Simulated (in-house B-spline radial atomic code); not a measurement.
Configurations of Cr⁶⁺, with energies counted from [Ne] 3s2 3p6. Level of theory: non-relativistic LC-wPBE, spin-polarised, spherical fractional occupations, exact exchange averaged over the configuration, point nucleus; calculated with a radial B-spline atomic code at the basis-set limit. Shells without spins written out take the highest spin.

Occupations are held fixed; configurations that lie above the ionisation limit could autoionise.

| configuration | E - E(ref) (eV) | highest orbital | its <r> (bohr) |
| --- | --- | --- | --- |
| [Ne] 3s2 3p5 4s1 | 83.3 | 4s up | 1.897 |
| [Ne] 3s2 3p5 4d1 | 105.94 | 4d up | 2.246 |
| [Ne] 3s1 3p6 4p1 | 121.77 | 4p up | 2.017 |
| [Ne] 3s1 3p6 4f1 | 145.87 | 4f up | 2.331 |
| [He] 2s2 2p5 3s2 3p6 4d1 | 654.62 | 4d up | 2.19 |
| [He] 2s2 2p5 3s2 3p6 4f1 | 666.4 | 4f up | 2.339 |

Order these further configurations by energy, lowest first.
A. [Ne] 3s2 3p5 4p1
B. [Ne] 3s1 3p6 4s1
C. [Ne] 3s2 3p5 3d1
D. [Ne] 3s1 3p6 4d1
E. [He] 2s2 2p5 3s2 3p6 4p1

C (44.233 eV), A (92.337 eV), B (112.72 eV), D (135.37 eV), E (640.98 eV).

How far above the reference does [He] 2s2 2p5 3s2 3p6 4s1 lie?

632 eV; its least bound orbital is 4s up with <r> = 1.869 bohr.
